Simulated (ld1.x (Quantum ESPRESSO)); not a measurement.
# Ti: one change to a PAW potential, before and after

Ti, PAW, made with ld1.x (Quantum ESPRESSO) 7.5 (PW91, scalar-relativistic). Core [Ne], reference 3s2 3p6 3d2 4s1 4p0 (charge +1). Waves: 3s (bound): rcut 1.30, rcutus 1.65 bohr; 4s (bound): rcut 1.30, rcutus 1.65 bohr; 3p (bound): rcut 1.85, rcutus 2.25 bohr; 4p (bound, empty): rcut 1.85, rcutus 2.25 bohr; 3d (bound): rcut 2.10, rcutus 2.55 bohr; 3d channel at 1.15 Ry: rcut 2.10, rcutus 2.55 bohr. Local part: all-electron potential smoothed inside 1.40 bohr (lloc = -1). Core correction: Bessel-smoothed model core inside 1.30 bohr. Augmentation charge: PSQ, inside the norm-conserving radii.

All-electron outer shells of the reference configuration (PW91, scalar-relativistic, ld1.x):

```tsv
shell	level (eV)	outermost node (bohr)	outermost maximum (bohr)
2p	-451.82	–	0.22
3s	-69.94	0.40	0.87
3p	-46.21	0.37	0.90
3d	-11.44	–	0.97
4s	-10.39	1.24	2.74
4p	-6.65	1.37	3.35
```

Change: waves 3s (bound): rcut 1.30, rcutus 1.82 bohr; 4s (bound): rcut 1.30, rcutus 1.82 bohr.

Cutoffs: the cutoffs (Ry, on a coarse ladder) from which the occupation-weighted sum of valence levels, in a spherical-Bessel basis at the reference potential, stays within 10 and 1 mRy of its value at 400 Ry; they do not see the model core or the augmentation charge, which bear on the density cutoff. Errors are all-electron minus pseudo energies relative to the spin-unpolarised reference configuration.

Q: What does the change do?

A: The potential gets neither clearly harder nor softer (25 Ry and 35 Ry → 25 Ry and 35 Ry); of the 6 tests that both files solve, the error grows in 0 and shrinks in 2 by more than 15 % and 0.3 meV (median size 7.7 → 6.2 meV); neither file shows a bound ghost at the reference potential, the only one tested.

```csv
quantity,base,changed
"cutoff, loose",25 Ry,25 Ry
"cutoff, tight",35 Ry,35 Ry
bound ghosts,none,none
"tests counted (converged, no solver errors)",6 of 7,6 of 7
"error for 3s2 3p6 3d2 4s2 4p0, meV [ΔE -7.39 eV]",+0.4,+0.5
"error for 3s2 3p6 3d2 4s0 4p0, meV [ΔE 13.59 eV]",-0.9,-0.8
"error for 3s2 3p6 3d1 4s0 4p0, meV [ΔE 40.64 eV]",-9.5,-7.3
"error for 3s2 3p6 3d1 4s2 4p1, meV [ΔE -2.68 eV]",-6.0,-5.2
"error for 3s2 3p6 3d0 4s0 4p0, meV [ΔE 84.06 eV]",-66,-51
"error for 3s2 3p5 3d2 4s2 4p0, meV [ΔE 38.22 eV]",-38,-36
s: phases at 2.76 bohr within 0.05 rad from the reference energy up to (Ry; the scan ends near 5),4.5,4.1
p: phases at 2.76 bohr within 0.05 rad from the reference energy up to (Ry; the scan ends near 5),3.0,3.0
d: phases at 2.76 bohr within 0.05 rad from the reference energy up to (Ry; the scan ends near 5),to the end of the scan,to the end of the scan
lowest overlap eigenvalue by channel,"s 0.06, p 0.74, d 0.83","s 0.03, p 0.74, d 0.83"
```

Base: Tests not counted: 3s2 3p6 3d2 4s0 4p2 (solver errors, printed error -1444 eV). ld1.x printed “convergence not achieved” for 4 of the counted tests; their residual had stalled under 1e-8, short of the target of 1e-14. Changed file: Tests not counted: 3s2 3p6 3d2 4s0 4p2 (solver errors, printed error -1444 eV). ld1.x printed “convergence not achieved” for 4 of the counted tests; their residual had stalled under 1e-8, short of the target of 1e-14.
